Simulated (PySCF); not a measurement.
# Telling isomers of C₆H₁₀N₂Si apart by NMR

All values are calculated (PySCF): structure optimised with GFN2-xTB, shielding tensors at PBE0/pcSseg-1 (GIAO). One conformer, relativity neglected, no solvent, averaged over atoms made equivalent by symmetry, fast rotation or ring inversion.

Referencing at the same level of theory: 1H (σ = 31.72 ppm), 13C (σ = 186.93 ppm) against TMS. Where no couplings were computed, multiplicities follow the n + 1 count of equivalent neighbours, and m marks all less simple cases (inequivalent or close neighbours, rings, F or P nearby). Shifts are as computed. Against solution values, carbons near 30 ppm lie about +3 ppm off and those near 130 ppm about +5 ppm. Of 1211 compounds with measured shifts, 218 miss one by over three times the rms of a fit or turn the order of signals round; such compounds aren't used in these exercises. OH and NH positions are gas-phase values without hydrogen bonding to other molecules.

(1) Tabulate the signals of `CN[C@@H]1[SiH2][C@@]12C[C@@H]2C#N`, `CN(C)[C@@H]1C=C[Si@@H]1C#N`, `[SiH3]c1ccnn1C1CC1` and their relative energies.

(2) What is the quickest way to tell CN[C@@H]1[SiH2][C@@]12C[C@@H]2C#N from CN(C)[C@@H]1C=C[Si@@H]1C#N?

(3) What is the quickest way to tell CN(C)[C@@H]1C=C[Si@@H]1C#N from [SiH3]c1ccnn1C1CC1?

(4) What is the quickest way to tell CN[C@@H]1[SiH2][C@@]12C[C@@H]2C#N from [SiH3]c1ccnn1C1CC1?

Answers

(1) 
```tsv
SMILES	carbon types	δC	δH	E rel. (kcal/mol)
CN[C@@H]1[SiH2][C@@]12C[C@@H]2C#N	2×C 2×CH 1×CH2 1×CH3	127.7, 50.7, 41.6, 23.7, 19.0, 4.5	3.16 (m, 1H), 3.02 (m, 1H), 2.68 (m, 1H), 2.61 (s, 3H), 1.77 (m, 1H), 1.64 (m, 1H), 1.54 (m, 1H), -0.57 (br s, 1H)	34.1
CN(C)[C@@H]1C=C[Si@@H]1C#N	1×C 3×CH 2×CH3	170.1, 143.5, 124.0, 70.8, 46.2	7.75 (m, 1H), 6.36 (m, 1H), 5.25 (m, 1H), 2.90 (m, 1H), 2.32 (s, 6H)	13.1
[SiH3]c1ccnn1C1CC1	1×C 3×CH 2×CH2	142.0, 132.8, 121.8, 35.1, 10.7	7.56 (m, 1H), 6.55 (m, 1H), 4.59 (s, 3H), 3.39 (m, 1H), 1.60 (m, 2H), 0.93 (m, 2H)	0.0
```

Energies are electronic energies at PBE0/pcSseg-1 on these geometries, without zero-point or thermal terms, each for the one conformer computed, which needn't be the lowest.

(2) Count the carbon signals: 6 against 5. The first has a three-membered-ring carbon (CH2) at 23.7 ppm, the second an alkene CH at 170.1 ppm. Their most deshielded carbons lie at 127.7 and 170.1 ppm. In the proton spectra the most deshielded non-exchanging signals are 3.16 (m, 1H) and 7.75 (m, 1H).

(3) Both give the same number of carbon signals, but DEPT or the intensities differ. The first has a methyl carbon bonded to N (CH3) at 46.2 ppm, the second a three-membered-ring carbon (CH2) at 10.7 ppm. Their most deshielded carbons lie at 170.1 and 142.0 ppm.

(4) Count the carbon signals: 6 against 5. The first has a methyl carbon bonded to N (CH3) at 41.6 ppm, the second an aromatic CH next to a ring nitrogen at 142.0 ppm. Their most deshielded carbons lie at 127.7 and 142.0 ppm. In the proton spectra the most deshielded non-exchanging signals are 3.16 (m, 1H) and 7.56 (m, 1H).
